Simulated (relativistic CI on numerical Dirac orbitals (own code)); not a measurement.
# Transition arrays of Cs⁹⁺

Method of calculation: Dirac-Coulomb-Breit CI, orbitals from a KLI potential per configuration, a model potential for QED, valence Slater integrals scaled by 0.9, whole transition arrays (own radial code, finite nucleus).

CI space (outside the closed core [Kr]): 4d10, 4d9 4f, 4d9 5p, 4d9 5f. Levels of other configurations are missing.

All E1 lines from the levels of 4d10; mean and standard deviation are weighted by gf, and upper levels are sorted by their leading configuration.

| Upper configuration | Lines | Σgf | Mean (eV) | Mean (nm) | σ (eV) | Strongest line (nm) |
| --- | --- | --- | --- | --- | --- | --- |
| 4d9 4f | 3 | 10.8 | 114.92 | 10.789 | 1.91 | 10.775 |
| 4d9 5p | 3 | 1.2 | 87.27 | 14.207 | 0.65 | 14.247 |
| 4d9 5f | 3 | 1.5 | 146.49 | 8.464 | 1.18 | 8.448 |

Σgf per state of the lower configuration in bins of 0.2 nm over the central range (centre: value): 8.5: 1.44, 10.7: 10.70, 13.9: 0.19, 14.3: 1.01.

Q: How do configuration mixing and the scaling of the Slater integrals move the arrays?

A: Slater scale 0.9, no configuration mixing: 4d9 4f 117.8 ± 1.1 eV (Σgf 12.0), 4d9 5p 87.3 ± 0.7 eV (Σgf 1.3), 4d9 5f 144.0 ± 0.8 eV (Σgf 0.0); Slater scale 1: 4d9 4f 117.4 ± 1.2 eV (Σgf 10.8), 4d9 5p 87.4 ± 0.7 eV (Σgf 1.2), 4d9 5f 146.9 ± 1.2 eV (Σgf 1.7); Slater scale 0.8: 4d9 4f 112.6 ± 1.1 eV (Σgf 10.6), 4d9 5p 87.2 ± 0.7 eV (Σgf 1.2), 4d9 5f 146.1 ± 1.2 eV (Σgf 1.3). With mixing, levels are counted to their leading configuration, so an array can shrink or vanish into another, and the sums then hold other lines.
